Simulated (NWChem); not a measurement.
Species: BI₂Cl; SMILES ClB(I)I

```xyz
4

B      0.0000     0.0000     0.6447
Cl     0.0000     0.0000     2.3831
I     -1.8407     0.0000    -0.4145
I      1.8407     0.0000    -0.4145
```
Atoms are numbered in this order, from 1.

Level: PBE0/def2-SVP with def2 effective core potentials on I (NWChem), optimised geometry, unscaled harmonic frequencies. def2 effective core potentials on I; no spin-orbit coupling.

Question: List the harmonic frequencies with IR intensities, and the thermochemistry.

Answer: 
```
frequency (cm⁻¹)  IR intensity (km/mol)
----------------  ---------------------
120                                 0.0
174                                 0.3
289                                 0.2
359                                 0.0
739                               316.5
916                               280.7
```

```
Quantity                                                                           Result
-----------------------------------------------------------------------  ----------------
zero-point energy                                                            3.7 kcal/mol
thermal correction to the enthalpy at 298.15 K (with zero-point energy)      7.5 kcal/mol
heat capacity Cv                                                         14.2 cal/(mol K)
entropy at 298.15 K and 1 atm (symmetry number 2)                        80.8 cal/(mol K)
```

Rigid rotor and harmonic oscillator.
